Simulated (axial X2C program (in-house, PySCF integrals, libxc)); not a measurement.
# How long does ScSe⁻ take?

A bond scan computed with an in-house all-electron X2C program for linear molecules (integrals from PySCF). Basis: Se dyall-acv3z [9s10p7d5f1g], Sc dyall-acv3z [11s12p8d5f2g] (cores contracted in-house).

The run was started with this input:
```json
{"zs": [34, 21], "q": -1, "bas": ["dyall-acv3z", "dyall-acv3z"], "levels": ["PBE0", "HF", "BP86"], "cc": true, "r0": 2.23, "thr": -1.0, "nmax": 90, "npts": 10, "nst": 2, "ntry": 6}
```
```bash
python so2c.py task.json out
```

Keys: zs atomic numbers; q charge; bas basis sets; levels methods; cc coupled cluster on or off; r0 starting distance in Å; thr threshold in hartree for freezing inner shells (an s shell follows its p shell); nmax most natural virtual spinors; npts points on the curve; nst determinants followed; ntry starts of the search. HF also brings MP2.

Hardware: 1 thread of Arm Neoverse V2 (shared host).

Wall time of one point of each curve, integrals apart:

```tsv
Hamiltonian	level	points	seconds a point
spin-free	PBE0	10	0.55
spin-free	HF	10	0.28
spin-free	CCSD(T) (10 electrons, 88 virtuals)	7	3.1
spin-free	BP86	10	0.39
2c	PBE0	10	0.79
2c	HF	10	0.53
2c	CCSD(T) (10 electrons, 90 virtuals)	7	4
2c	BP86	10	0.43
```

The rest:

Search with its distance optimisation 41 s, atoms 38 s, whole task 190 s. Coupled cluster runs on the points near the minimum only. The program drops outer points, and coupled cluster, when its time limit (not in the input) nears; MP2, further determinants and curves that did not converge are not in the table.
